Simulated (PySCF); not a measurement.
Computed properties of Be(I)(SH) (BeHIS), SMILES [Be]([SH])[I]

Be(I)(SH) (BeHIS), SMILES [SH][Be][I]. The structure is a stationary point at B3LYP-D3(BJ)/def2-TZVP. The def2 effective core potentials stand for the cores of I; spin–orbit coupling is left out. Other conformers were not sampled. All values are computed for the isolated molecule unless a solvent is named; none is compared with measurement here.

**Structure.** The optimised structure has Cs symmetry. All 6 harmonic modes at B3LYP-D3(BJ)/def2-TZVP (PySCF) are real, so it is a minimum. With heavy atoms numbered as in [Be:1]([I:2])[SH:3], the shortest bond between them is Be1–S3 at 1.899 Å and the longest Be1–I2 at 2.172 Å.

**Vibrations.** The strongest infrared lines (harmonic, unscaled, degenerate partners summed) lie at 958 cm⁻¹ (343 km/mol, Be 90 %, S 9 %), 177 cm⁻¹ (20 km/mol, Be 81 %, H 12 %), 204 cm⁻¹ (15 km/mol, Be 91 %). The softest mode is at 177 cm⁻¹ and the zero-point energy is 7.0 kcal/mol.

**Electronic structure.** PBE0/def2-TZVPD (PySCF) places the frontier levels at -7.76 and -1.07 eV, a gap of 6.69 eV, and gives a dipole moment of 0.70 D and a mean polarisability of 72.8 bohr³.

**Excitations.** TDDFT-CAM-B3LYP/def2-SVPD (PySCF) has S1 at 5.31 eV (233 nm, f = 0.000, dark); the most intense of the 10 singlets computed lies at 6.56 eV (f = 0.31). T1 (TDA) is at 5.14 eV. No vertical singlet excitation falls in the visible range (under 3.1 eV).
